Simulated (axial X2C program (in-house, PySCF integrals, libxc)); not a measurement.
## YCl⁺: from Re and ωe to a spectrum

A bond curve at the PBE0 level, non-relativistic, was computed with an in-house relativistic program for diatomic molecules (basis Y dyall-v3z [11s11p8d4f2g], Cl dyall-v3z [7s7p2d1f] (cores contracted in-house)) for the state M_S = 1/2, Λ = 0 (beyond evenly filled blocks: σα). Its fit gives Re = 2.3087 Å, ωe = 436.3 cm⁻¹, ωexe = 1.13 cm⁻¹ and αe = 4.485e-04 cm⁻¹; the masses are 88.9058 and 34.9689 u. The Hamiltonian is X2C with the speed of light multiplied by 100, the non-relativistic limit, so these are model numbers and not those of the real molecule.

Task: Find the reduced mass, Be and the force constant.

Result: From the PBE0 values: μ = 25.0974 u. Be = 16.8576/(μ Re²) = 0.126 cm⁻¹. k = 5.8918×10⁻⁷ μ ωe² = 2.81 mdyn/Å.

Task: Estimate the centrifugal constant by the Kratzer relation.

Result: D = 4Be³/ωe² = 4.21e-08 cm⁻¹.

Task: A Morse curve ties αe to the other constants (Pekeris). How well does that hold?

Result: αe(Morse) = 6Be²/ωe × (√(ωexe/Be) − 1) = 4.356e-04 cm⁻¹; the PBE0 curve gives 4.485e-04 cm⁻¹, a ratio of 0.97.

Task: Where do the fundamental and the first overtone lie?

Result: ν(1←0) = ωe − 2ωexe = 434.0 cm⁻¹; ν(2←0) = 2ωe − 6ωexe = 865.8 cm⁻¹.

One determinant describes the state; a PBE0 search over occupations chose it and may have missed a lower one. PBE0 can misorder states that lie within some tenths of an eV, so this need not be the ground state of the molecule. The nearest other spin-free determinant of the search, M_S = 1/2, Λ = 2, lies 0.14 eV up at the distance of the search.
